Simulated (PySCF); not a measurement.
Ge(F)(Me) (CH3FGe), SMILES [CH3][Ge][F] (connectivity only; charge and spin as stated), neutral, multiplicity 1.

Geometry optimised at B3LYP-D3(BJ)/def2-TZVP.

All values below come from TDA-CAM-B3LYP/def2-SVPD in PySCF 2.14.0.

Vertical excitations. Isolated molecule, no solvent. State labels are in the subgroup Cs.

Computed UV-visible absorptions:
| state | symmetry | energy (eV) | λ (nm) | f | main pairs |
|---|---|---|---|---|---|
| S1 | A" | 3.23 | 384 | 0.033 | HOMO→LUMO 97 % |
| S2 | A' | 6.01 | 206 | 0.103 | HOMO→LUMO+1 78 %, HOMO→LUMO+2 15 % |
| S3 | A' | 6.74 | 184 | 0.027 | HOMO→LUMO+2 82 %, HOMO→LUMO+1 16 % |
| S4 | A" | 6.87 | 181 | 0.042 | HOMO−1→LUMO 94 % |
| S5 | A' | 7.30 | 170 | 0.482 | HOMO→LUMO+3 92 % |
| S6 | A" | 7.40 | 168 | 0.012 | HOMO−3→LUMO 85 % |
| S7 | A' | 7.80 | 159 | 0.075 | HOMO−2→LUMO 87 % |
| S8 | A" | 8.24 | 151 | 0.011 | HOMO−5→LUMO 87 % |
| S9 | A' | 8.40 | 148 | 0.049 | HOMO−4→LUMO 85 % |
| S10 | A' | 8.52 | 146 | 0.020 | HOMO→LUMO+4 84 % |
| T1 | A" | 2.05 | 606 | 0 | HOMO→LUMO 98 % |
| T2 | A' | 4.92 | 252 | 0 | HOMO→LUMO+1 84 % |
| T3 | A" | 6.01 | 206 | 0 | HOMO−1→LUMO 90 % |
| T4 | A' | 6.22 | 199 | 0 | HOMO→LUMO+2 57 %, HOMO→LUMO+3 24 %, HOMO→LUMO+1 9 % |
Triplets are in the Tamm–Dancoff approximation.
